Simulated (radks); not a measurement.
The numbers below are computed, except where a source is named.
Question: All-electron atom: Zr2+ in [Kr] 4d1 7d1 (not the ground configuration). Code: a radial shooting solver on a logarithmic mesh with Libxc functionals. Model: scalar-relativistic Kohn-Sham, r2SCAN, spin-polarised, spherical densities, finite nucleus; open shells are filled with parallel spins first (spin-orbit coupling, left out, can overturn this in heavy ions); meta-GGA in the generalised Kohn-Sham scheme; Fermi nuclear charge, rms radius 4.2694 fm. Some entries of the table are withheld. Estimate them.

orbital  occ.  eigenvalue (hartree)  <r> (bohr)  r(max) (bohr)
1s down     1             -657.4929     0.03707        0.02414
1s up       1             -657.4925     0.03707        0.02414
2s up       1             -92.32787      0.1625         0.1369
2s down     1             -92.32219      0.1625         0.1369
2p up       3             -82.34479      0.1417         0.1095
2p down     3             -82.34083      0.1417         0.1095
3s up       1             -16.09434      0.4573         0.4075
3s down     1             -16.09226      0.4573         0.4075
3p up       3             -12.80805      0.4613         0.4019
3p down     3             -12.80542      0.4613         0.4019
3d up       5              -7.43422      0.4524         0.3484
3d down     5              -7.42936      0.4524         0.3485
4s up       1              -2.97497       1.208          1.078
4s down     1              -2.94502       1.205          1.075
4p up       3              -2.13001       1.345          1.175
4p down     3              -2.09415       1.338          1.171
4d up       1              -0.94975       1.829          1.495
7d up       1                   (1)       14.16          15.34

Answer: 
(1) 7d up eigenvalue (hartree): -0.13100
